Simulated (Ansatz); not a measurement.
Steps of a relaxation of CH₅ClOSSi, SMILES `OC[SiH](S)Cl` with RKS PBE-D4/def2-SVP.

```sh
$ ansatz run in.yaml --threads 4 --pin off --events-out ev --progress --plain --max-ram 10444MiB
```

```yaml
crystal:
  periodic: [false, false, false]
  atoms:
    - {symbol: O, position_ang: [-1.591100, -0.408800, 0.463500]}
    - {symbol: C, position_ang: [-0.625200, -0.463900, -0.557500]}
    - {symbol: Si, position_ang: [0.953100, 0.466200, -0.278500]}
    - {symbol: S, position_ang: [1.848200, -0.051000, 1.655500]}
    - {symbol: Cl, position_ang: [0.651000, 2.478600, -0.326300]}
    - {symbol: H, position_ang: [-2.410000, -0.855200, 0.137500]}
    - {symbol: H, position_ang: [-1.035900, -0.110600, -1.492700]}
    - {symbol: H, position_ang: [-0.354900, -1.508400, -0.683400]}
    - {symbol: H, position_ang: [1.991400, 0.170400, -1.275100]}
    - {symbol: H, position_ang: [0.656400, 0.231500, 2.360100]}
basis:
  gaussian: {orbitals: def2-SVP}
hamiltonian: {xc: pbe, dispersion: d4}
relax: {f_tol: 0.03, max_steps: 200}
```

Positions (Å) and forces (eV/Å) along the path, 11 of 11 steps:

```xyz
10
step=1 energy=-34373.2905 eV
O    -1.591   -0.409    0.464   -0.698    0.367    0.644
C    -0.625   -0.464   -0.557   -0.774   -0.494    0.531
Si    0.953    0.466   -0.279    0.726   -0.220    1.549
S     1.848   -0.051    1.655   -1.057    0.200    0.091
Cl    0.651    2.479   -0.326   -0.309    1.011   -0.142
H    -2.410   -0.855    0.138    0.651    0.310    0.182
H    -1.036   -0.111   -1.493   -0.291    0.365   -1.263
H    -0.355   -1.508   -0.683    0.681   -0.963   -0.563
H     1.991    0.170   -1.275    0.231   -0.322   -0.440
H     0.656    0.232    2.360    0.840   -0.253   -0.588
10
step=2 energy=-34373.5164 eV
O    -1.543   -0.335    0.492   -0.136    0.033   -0.006
C    -0.610   -0.476   -0.569   -0.452   -0.078    0.336
Si    0.954    0.497   -0.228    0.427    0.125    0.271
S     1.820   -0.099    1.667   -0.599    0.318   -0.046
Cl    0.547    2.551   -0.381    0.061   -0.217    0.065
H    -2.367   -0.787    0.220    0.181    0.094    0.103
H    -1.007   -0.125   -1.541   -0.101    0.071   -0.324
H    -0.290   -1.531   -0.700    0.147   -0.260   -0.146
H     1.964    0.114   -1.258    0.115    0.068   -0.106
H     0.614    0.139    2.302    0.356   -0.155   -0.147
10
step=3 energy=-34373.5529 eV
O    -1.513   -0.301    0.511    0.099   -0.044   -0.175
C    -0.612   -0.484   -0.576   -0.129   -0.001    0.041
Si    0.974    0.492   -0.247   -0.014    0.164    0.009
S     1.767   -0.055    1.669   -0.008    0.018    0.127
Cl    0.558    2.542   -0.382    0.032   -0.133   -0.015
H    -2.341   -0.764    0.285    0.036    0.019    0.057
H    -1.021   -0.142   -1.561   -0.031   -0.028    0.058
H    -0.284   -1.549   -0.710   -0.076    0.009    0.002
H     1.998    0.141   -1.289    0.021    0.032    0.092
H     0.557    0.069    2.302    0.068   -0.036   -0.196
10
step=4 energy=-34373.5700 eV
O    -1.488   -0.282    0.533    0.095   -0.054   -0.159
C    -0.612   -0.484   -0.569    0.061   -0.012   -0.064
Si    0.986    0.497   -0.249    0.053    0.055   -0.165
S     1.755   -0.023    1.674   -0.193   -0.036    0.181
Cl    0.572    2.539   -0.391   -0.023    0.004   -0.045
H    -2.317   -0.757    0.342    0.007    0.002    0.058
H    -1.039   -0.151   -1.553    0.016   -0.017    0.160
H    -0.293   -1.555   -0.703   -0.105    0.097    0.048
H     2.039    0.163   -1.269   -0.066    0.010    0.049
H     0.480    0.003    2.187    0.154   -0.050   -0.062
10
step=5 energy=-34373.5827 eV
O    -1.450   -0.263    0.556   -0.015   -0.057   -0.082
C    -0.601   -0.477   -0.563    0.096   -0.024   -0.119
Si    1.000    0.511   -0.262    0.045   -0.044   -0.067
S     1.714   -0.009    1.686   -0.302   -0.031    0.150
Cl    0.576    2.546   -0.434   -0.019    0.054   -0.046
H    -2.279   -0.753    0.400    0.036    0.016    0.061
H    -1.050   -0.149   -1.537    0.009    0.009    0.124
H    -0.297   -1.551   -0.694   -0.057    0.088    0.040
H     2.065    0.176   -1.266   -0.056    0.005    0.025
H     0.404   -0.083    2.117    0.263   -0.015   -0.085
10
step=6 energy=-34373.5920 eV
O    -1.405   -0.260    0.585   -0.124   -0.058   -0.017
C    -0.589   -0.465   -0.560    0.056   -0.028   -0.103
Si    1.015    0.523   -0.271    0.035   -0.048    0.068
S     1.657    0.009    1.710   -0.297   -0.013    0.026
Cl    0.590    2.554   -0.496    0.005    0.042   -0.024
H    -2.230   -0.768    0.467    0.068    0.026    0.045
H    -1.067   -0.123   -1.512    0.002    0.023    0.063
H    -0.300   -1.538   -0.707   -0.011    0.032    0.011
H     2.087    0.177   -1.259   -0.014   -0.009    0.009
H     0.325   -0.161    2.045    0.280    0.032   -0.076
10
step=7 energy=-34373.5966 eV
O    -1.398   -0.276    0.595   -0.044   -0.006    0.000
C    -0.589   -0.458   -0.560    0.007   -0.020   -0.033
Si    1.017    0.524   -0.268    0.036    0.001    0.052
S     1.640    0.027    1.723   -0.129    0.001   -0.030
Cl    0.608    2.557   -0.523    0.009    0.007   -0.011
H    -2.215   -0.795    0.484    0.011   -0.014    0.018
H    -1.078   -0.095   -1.498    0.005    0.018    0.025
H    -0.305   -1.527   -0.729    0.001    0.010   -0.004
H     2.089    0.163   -1.249    0.000   -0.011    0.000
H     0.313   -0.170    2.029    0.105    0.014   -0.017
10
step=8 energy=-34373.5994 eV
O    -1.385   -0.310    0.613   -0.017   -0.005   -0.041
C    -0.592   -0.446   -0.562   -0.070   -0.009    0.026
Si    1.020    0.527   -0.266    0.009    0.012    0.013
S     1.609    0.045    1.734    0.066    0.033   -0.018
Cl    0.648    2.564   -0.569    0.008   -0.036    0.013
H    -2.187   -0.855    0.516    0.041    0.001   -0.011
H    -1.098   -0.043   -1.474    0.011   -0.010    0.022
H    -0.311   -1.508   -0.775   -0.001    0.031   -0.003
H     2.095    0.137   -1.234    0.003   -0.005    0.003
H     0.285   -0.163    2.021   -0.050   -0.011   -0.004
10
step=9 energy=-34373.5998 eV
O    -1.388   -0.321    0.616    0.008    0.003   -0.029
C    -0.598   -0.439   -0.564   -0.054   -0.018    0.066
Si    1.021    0.524   -0.264    0.030    0.056    0.012
S     1.606    0.077    1.744    0.008   -0.024   -0.023
Cl    0.667    2.562   -0.577   -0.002   -0.020   -0.017
H    -2.177   -0.886    0.524    0.035    0.001   -0.016
H    -1.108   -0.022   -1.466    0.018   -0.005    0.004
H    -0.319   -1.498   -0.795   -0.002    0.011   -0.006
H     2.097    0.118   -1.225   -0.007   -0.001   -0.012
H     0.283   -0.166    2.008   -0.034   -0.004    0.021
10
step=10 energy=-34373.6004 eV
O    -1.390   -0.319    0.617    0.028    0.023   -0.007
C    -0.598   -0.434   -0.560   -0.023   -0.009    0.048
Si    1.022    0.528   -0.260    0.003    0.001   -0.032
S     1.604    0.067    1.745   -0.013    0.002   -0.008
Cl    0.668    2.562   -0.591    0.005    0.005    0.013
H    -2.170   -0.895    0.525   -0.005   -0.020   -0.009
H    -1.106   -0.017   -1.463    0.005    0.005   -0.010
H    -0.317   -1.491   -0.793    0.001   -0.007   -0.003
H     2.093    0.118   -1.225    0.002   -0.001    0.002
H     0.278   -0.169    2.010   -0.004    0.001    0.006
10
step=11 energy=-34373.6007 eV
O    -1.390   -0.317    0.617    0.005    0.012   -0.005
C    -0.598   -0.433   -0.559   -0.011    0.006    0.008
Si    1.023    0.530   -0.265   -0.007   -0.011    0.009
S     1.597    0.066    1.742    0.003   -0.001    0.011
Cl    0.674    2.566   -0.588    0.002   -0.002    0.000
H    -2.163   -0.903    0.531    0.000   -0.010   -0.003
H    -1.106   -0.018   -1.463   -0.007    0.001   -0.008
H    -0.317   -1.491   -0.791    0.004   -0.004   -0.001
H     2.093    0.116   -1.229    0.000    0.004    0.001
H     0.270   -0.167    2.008    0.010    0.005   -0.012
```

Hardware: 4 threads of an Arm Neoverse V1 on a shared host. Wall time 18 s, peak host memory 0.19 GiB.
